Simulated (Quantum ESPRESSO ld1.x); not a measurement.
Species: Gd2+. Configuration: [Xe] 4f7 5d1.

Calculated with ld1.x of Quantum ESPRESSO 7.5: scalar-relativistic Kohn-Sham, LDA (Slater exchange, Perdew-Zunger correlation), spin-unpolarised, spherical densities, point nucleus.

Energy parts (eV):
total: -306478.1
kinetic: 329044.4
electron-nucleus: -746969.6
Hartree: 117994.8
exchange-correlation: -6547.6

Orbitals (lengths in bohr, moments of r in powers of bohr; <r^-3> diverges for s and p1/2):
orbital,occ.,eigenvalue (eV),<r^-3>
1s,2,-50071.620,-
2s,2,-8280.239,-
2p,6,-7373.184,11420
3s,2,-1845.950,-
3p,6,-1564.964,2394
3d,10,-1193.236,323.1
4s,2,-382.389,-
4p,6,-289.709,537.0
4d,10,-161.482,60.57
5s,2,-63.760,-
5p,6,-41.183,74.48
4f,7,-22.789,8.138
5d,1,-15.408,3.886

The highest occupied level is 5d at -15.408 eV. Summed over all electrons, <r^2> = 42.53 bohr^2, which gives a Langevin (diamagnetic) susceptibility term of -33.7 x 10^-6 cm^3/mol. The density falls to 0.001 e/bohr^3 at r = 3.70 bohr.
